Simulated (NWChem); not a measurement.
System meant: C₃Cl₂F₂; SMILES FC(F)=C=C(Cl)Cl

NWChem input:

```
start job
memory heap 200 mb stack 900 mb global 1100 mb
geometry units angstroms noautosym nocenter noautoz
  F      1.085956     0.000000     2.636226
  C      0.000000     0.000000     1.874623
  F     -1.085956     0.000000     2.636226
  C      0.000000     0.000000     0.558784
  C      0.000000     0.000000    -0.755320
  Cl     0.000000     1.459146    -1.709531
  Cl     0.000000    -1.459146    -1.709531
end
basis spherical
  F library def2-svp
  C library def2-svp
  Cl library def2-svp
end
dft
  xc m06-l
  iterations 150
end
property
  shielding 5 1 2 4 5 6
end
task dft property
```

End of the output:

```
 Vector   38  Occ=0.000000D+00  E=-3.432259D-02
              MO Center=  9.1D-10,  4.0D-10, -1.4D+00, r^2= 2.8D+00
   Bfn.  Coefficient  Atom+Function         Bfn.  Coefficient  Atom+Function
  ----- ------------  ---------------      ----- ------------  ---------------
    59      0.797241  5 C  s                 82      0.617871  6 Cl py
   100     -0.617871  7 Cl py                58      0.582764  5 C  s
    65     -0.530575  5 C  pz                74     -0.464474  6 Cl s
    92     -0.464474  7 Cl s                 17      0.381569  2 C  s
    45     -0.356624  4 C  s                 62     -0.348189  5 C  pz

 center of mass
 --------------
 x =   0.00000000 y =   0.00000000 z =   0.00977498

 moments of inertia (a.u.)
 ------------------
        2393.052551479794           0.000000000000           0.000000000000
           0.000000000000        2021.321871453824           0.000000000000
           0.000000000000           0.000000000000         691.766911978465

     Multipole analysis of the density
     ---------------------------------

     L   x y z        total         alpha         beta         nuclear
     -   - - -        -----         -----         ----         -------
     0   0 0 0     -0.000000    -35.000000    -35.000000     70.000000

     1   1 0 0     -0.000000     -0.000000     -0.000000      0.000000
     1   0 1 0      0.000000      0.000000      0.000000      0.000000
     1   0 0 1      0.005024      0.572703      0.572703     -1.140382

     2   2 0 0    -38.336611    -57.070525    -57.070525     75.804438
     2   1 1 0      0.000000      0.000000      0.000000      0.000000
     2   1 0 1      0.000000      0.000000      0.000000      0.000000
     2   0 2 0    -36.663335   -147.585697   -147.585697    258.508059
     2   0 1 1     -0.000000     -0.000000     -0.000000      0.000000
     2   0 0 2    -38.175434   -466.972394   -466.972394    895.769354

          -----------------------------------------
          Chemical Shielding Tensors (GIAO, in ppm)
          -----------------------------------------

 ------------------------------------------------------------------------
  xm06: d2 not coded                    0
 ------------------------------------------------------------------------
 ------------------------------------------------------------------------
  current input line :
    24: task dft property
 ------------------------------------------------------------------------
 ------------------------------------------------------------------------
 This error has not yet been assigned to a category
 ------------------------------------------------------------------------
 For more information see the NWChem manual at https://nwchemgit.github.io

0: xm06: d2 not coded:Received an Error in Communication
```

Question: Find the fault in this run and fix the input.

Answer: The program stopped with an error. Cause: this functional's second derivatives, which shieldings need, aren't coded here; the fix takes a hybrid GGA instead. This input runs:
```
start job
memory heap 200 mb stack 900 mb global 1100 mb
geometry units angstroms noautosym nocenter noautoz
  F      1.085956     0.000000     2.636226
  C      0.000000     0.000000     1.874623
  F     -1.085956     0.000000     2.636226
  C      0.000000     0.000000     0.558784
  C      0.000000     0.000000    -0.755320
  Cl     0.000000     1.459146    -1.709531
  Cl     0.000000    -1.459146    -1.709531
end
basis spherical
  * library def2-svp
end
dft
  xc pbe0
  iterations 150
end
property
  shielding 5 1 2 4 5 6
end
task dft property
```
It converges to -1233.16222 Ha (PBE0/def2-SVP, GIAO).
